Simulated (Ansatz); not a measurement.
The first iterations of a band of H$_{4}$OSn (6 atoms, charge 0, multiplicity 1).

All numbers below come from RKS PBE0/def2-SVP in Ansatz.

```json
{
 "movable images": "7",
 "climbing image": "yes",
 "spring": "5.0 eV/Å²",
 "optimiser": "quadratic models (default)",
 "start path": "through a guess of the saddle point",
 "force threshold": "0.05 eV/Å",
 "iteration limit": "60",
 "end points": "relaxed"
}
```

Initial state:

```xyz
6
Properties=species:S:1:pos:R:3
Sn 0.352 -0.017 0.033
O 0.760 -0.125 1.980
H -0.038 -0.171 2.519
H 1.903 0.052 -0.673
H -0.569 1.401 -0.272
H -0.519 -1.421 -0.438
```

Final state:

```xyz
6
Properties=species:S:1:pos:R:3
Sn 0.106 0.551 -0.841
O 1.243 0.081 1.265
H 0.509 0.018 1.891
H 1.628 -0.804 1.241
H -1.194 1.037 0.290
H -0.402 -1.165 -0.696
```

| iteration | highest image above the first end (eV) | largest band force component (eV/Å) |
| --- | --- | --- |
| 1 | 4.152 | 7.174 |
| 2 | 2.942 | 2.139 |
| 3 | 2.308 | 1.007 |
| 4 | 2.051 | 1.437 |

Does the band converge within its limit, and where does its top end?

The forces met the threshold. It ended after 12 iterations with the highest image 2.002 eV above the first end. Neighbouring images differ by up to 1.6 eV, so the band resolves the path poorly. A vibrational analysis at the climbing image gives one clearly imaginary mode, 1296i cm⁻¹: a first-order saddle point. The orbitals stay closed-shell, which can raise the energy where a bond breaks towards radicals; this wasn't checked here.

The run took 2.5 min on 1 thread of Arm Neoverse V2, on a shared host, peak memory 0.11 GiB.
